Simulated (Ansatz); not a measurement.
`C[SiH2][Te]C` + `C#C` → `C#C[SiH2][Te]C` + CH₄  (formal exchange of groups at the Si–C bond)

Program: Ansatz. Geometries: PBE0-D4/def2-TZVP. ΔE: electronic, gas phase. CCSD(T)/CBS is the MP2 limit (def2-TZVPP, def2-QZVPP) plus CCSD(T) − MP2 in def2-TZVPP, frozen cores. This one scheme is used for every species. Functionals use def2-TZVPP. def2 core potentials past Kr. For Te outer-core shells are correlated without core-valence functions, which leaves a few kJ/mol of doubt a bond. Each species was taken in one conformer, which may not be the lowest.

`C[SiH2][Te]C`:

Z-matrix (Å, degrees):
```
C
Si 1 1.870
H 1 1.092 2 110.8
H 1 1.094 2 110.4 3 119.6
H 1 1.092 2 110.6 3 -120.0
Te 2 2.489 1 112.8 3 60.2
H 2 1.489 1 109.6 3 -61.5
H 2 1.487 1 111.2 3 178.0
C 6 2.152 2 94.3 1 -64.2
H 9 1.087 6 110.0 2 65.9
H 9 1.088 6 106.7 2 -175.1
H 9 1.088 6 109.6 2 -56.4
```

`C#C`:

Cartesian coordinates in Å:
```
C -0.465 0.367 0.085
C 0.465 -0.367 -0.085
H -1.293 1.019 0.236
H 1.293 -1.019 -0.236
```

`C#C[SiH2][Te]C`:

Cartesian coordinates in Å:
```
C 2.008 0.583 1.502
C 1.410 -0.278 0.904
Si 0.459 -1.528 -0.021
Te -1.941 -0.900 -0.048
C -1.553 1.069 -0.818
H 2.542 1.336 2.035
H 1.029 -1.603 -1.389
H 0.561 -2.849 0.645
H -2.503 1.599 -0.811
H -0.841 1.569 -0.165
H -1.171 1.001 -1.833
```

CH₄:

```xyz
5

C     0.000    0.000    0.000
H    -0.984   -0.467    0.024
H    -0.073    0.979   -0.474
H     0.686   -0.628   -0.568
H     0.371    0.116    1.018
```

```json
{"level": "PBE-D4", "ΔE (kcal/mol)": "-10.7"}
{"level": "r2SCAN", "ΔE (kcal/mol)": "-11.1"}
{"level": "PBE0", "ΔE (kcal/mol)": "-10.1"}
{"level": "SCS-MP2/def2-TZVPP", "ΔE (kcal/mol)": "-11.4"}
{"level": "CCSD/def2-TZVPP", "ΔE (kcal/mol)": "-10.1"}
{"level": "HF/def2-QZVPP", "ΔE (kcal/mol)": "-10.5"}
{"level": "MP2/def2-QZVPP", "ΔE (kcal/mol)": "-11.3"}
{"level": "SCS-MP2/def2-QZVPP", "ΔE (kcal/mol)": "-11.3"}
```

Q: What does CCSD(T)/CBS give? (Estimate.)

A: The calculation gave: -10.2 kcal/mol. The listed levels differ from it by -0.5, -0.9, 0.1, -1.2, 0.1, -0.3, -1.1, -1.1 kcal/mol.

Largest T1 diagnostic among the species: 0.013.

CCSD(T)/CBS has its own doubt, a few kJ/mol and more with outer-core shells, so smaller differences from it don't rank the levels.
